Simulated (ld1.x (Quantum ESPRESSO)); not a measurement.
## Ca, RRKJ: configuration errors across variants

Ca, norm-conserving RRKJ (Kleinman–Bylander form), made with ld1.x (Quantum ESPRESSO) 7.5 (PBE, scalar-relativistic). Core [Ar], reference 3d0 4s1 4p1. Waves: 4p (bound): rc 4.20 bohr; 3d (bound, empty): rc 2.95 bohr; 4s (bound): rc 2.75 bohr. Local part: the s channel. Core correction: Bessel-smoothed model core inside 1.55 bohr. rho0 = 0.005.

All-electron excitation energies from the reference (eV): (1) 3d0 4s2 4p0 -2.422; (2) 3d0 4s1 4p0 3.888; (3) 3d0 4s1.5 4p0 0.082; (4) 3d1 4s0 4p0 5.267; (5) 3d1 4s1 4p0 -0.139; (6) 3d0 4s0 4p1 6.936; (7) 3d0.5 4s1.5 4p0 -1.369.

Errors AE − PS in meV (a dash: test not solved or not reliable):

```tsv
change	(1)	(2)	(3)	(4)	(5)	(6)	(7)	bound ghosts
base	-7.8	+1.7	-4.1	-46	-54	-8.3	-28	none
all radii but the core radius scaled by about 0.87 (s 2.40, p 3.66, d 2.56 bohr)	-6.2	+1.1	-4.1	-145	-107	-9.1	-49	none
all radii but the core radius scaled by about 0.96 (s 2.64, p 4.02, d 2.82 bohr)	-7.2	+1.3	-4.1	-88	-77	-7.7	-37	none
all radii but the core radius scaled by about 1.09 (s 3.00, p 4.58, d 3.22 bohr)	-7.9	+2.7	-3.6	+56	+7.0	-8.6	-3.5	none
all radii but the core radius scaled by about 1.15 (s 3.16, p 4.82, d 3.38 bohr)	-7.6	+3.1	-3.2	+122	+49	-8.8	+13	none
all radii but the core radius scaled by about 1.26 (s 3.46, p 5.30, d 3.72 bohr)	-6.2	+3.5	-2.3	+232	+125	-7.9	+42	none
all radii but the core radius scaled by about 1.35 (s 3.70, p 5.66, d 3.98 bohr)	-5.8	+3.3	-2.2	+346	+214	-8.2	+76	none
```

Give the same row for: all radii but the core radius scaled by about 0.79 (s 2.16, p 3.30, d 2.32 bohr).

-4.1, +1.9, -4.1, -170, -112, -13, -48; bound ghosts: none.
